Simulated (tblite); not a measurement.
Compound: C₅H₁₂BN.
Cartesian coordinates in Å at the GFN2-xTB level; atoms count from 1:
```xyz
19
C5H12BN angstrom
C      2.7297    0.3667   -0.2914
B      1.5768   -0.7088   -0.4840
N      0.2715   -0.3859   -0.1710
C     -0.8751   -1.2689   -0.3083
C     -2.0691   -0.3296   -0.4499
C     -1.6934    0.7884    0.5185
C     -0.1782    0.9077    0.3279
H      2.8390    0.6468    0.7561
H      2.5102    1.2868   -0.8325
H      3.6989    0.0122   -0.6329
H      1.7919   -1.7888   -0.8934
H     -0.7456   -1.9347   -1.1617
H     -0.9890   -1.8842    0.5948
H     -3.0138   -0.8093   -0.2020
H     -2.1238    0.0548   -1.4693
H     -2.2094    1.7238    0.3104
H     -1.9248    0.4844    1.5404
H      0.3330    1.1616    1.2611
H      0.0615    1.6863   -0.4049
```

Computed with GFN2-xTB (tblite): harmonic, unscaled wavenumbers at the GFN2-xTB geometry, gas phase. Against measured fundamentals such values can be off by several per cent, at times by over 20. Modes of hydrogen on boron can be 10 to 20 % off. One conformer, not necessarily the lowest.

Harmonic wavenumbers (cm⁻¹): 52.7, 93.6, 165.1, 185.9, 247.4, 344.6, 408.5, 572.3, 586.4, 655.3, 791.9, 860.7, 888.5, 897.1, 913.9, 945.0, 969.1, 988.8, 1017.9, 1075.6, 1095.8, 1116.5, 1147.1, 1166.3, 1189.1, 1215.8, 1228.8, 1289.0, 1313.6, 1314.4, 1318.1, 1396.9, 1470.6, 1479.9, 1487.0, 1490.8, 1501.6, 1509.2, 1513.5, 2591.3, 2880.7, 2907.4, 2946.9, 2983.2, 2991.6, 2996.1, 2998.3, 3008.8, 3016.5, 3020.9, 3042.0.

A = 5780, B = 1797, C = 1460 MHz; mass 97.106 u (most abundant isotopes); point group C1, symmetry number 1.

Task: What is the zero-point energy?

Result: ½Σν̃ = 36644 cm⁻¹ = 438.36 kJ/mol.

Task: Give the ideal-gas entropy at 200 K and 1 bar in the rigid-rotor, harmonic-oscillator model (classical rotation).

Result: Translation 157.62, rotation 109.88, vibration 53.83: S = 321.3 J/(mol K).

Task: And Cp and H(200 K) − H(0)?

Result: Cp = 92.37 J/(mol K), of which vibrations give 59.11 (their classical limit is 51 R = 424.0); H(200 K) − H(0) = 12.56 kJ/mol without the zero-point energy, 5.91 from vibrations.

Task: How do the functions run with temperature in this model?

Result: 
```
T (K)  S (J/(mol K))  Cp (J/(mol K))  H − H(0) (kJ/mol)  G − H(0) (kJ/mol)  ln q(vib)
  100          268.4            64.2               4.78             -22.07       1.14
  300          365.6           130.3              23.62             -86.07       4.71
  500          451.6           210.8              57.98            -167.84       8.53
  800          570.3           293.6             134.70            -321.54      14.62
 1000          639.9           330.0             197.25            -442.69      18.63
```

q(vib) and H(0) count from the zero-point level.

Task: What must be added to the electronic energy to get the Gibbs energy at 200 K and 1 bar?

Result: ZPE + [H(200 K) − H(0)] − T·S = 438.36 + 12.56 − 64.27 = 386.65 kJ/mol.

Task: Blend soft modes into free rotors: weight 1/[1 + (100 cm⁻¹/ν̃)⁴] for the oscillator and the rest for a rotor with moment μB/(μ + B), μ = h/(8π²ν), B = 10⁻⁴⁴ kg m². What vibrational entropy results?

Result: 50.20 J/(mol K) in place of 53.83, which changes −T·S at 200 K by +0.73 kJ/mol.

Hindered rotation and anharmonicity are outside this model. Other conformers, if any are populated, would add a mixing term that is left out. The structure is chiral; the term R ln 2 for an equal mix with its mirror image is left out.
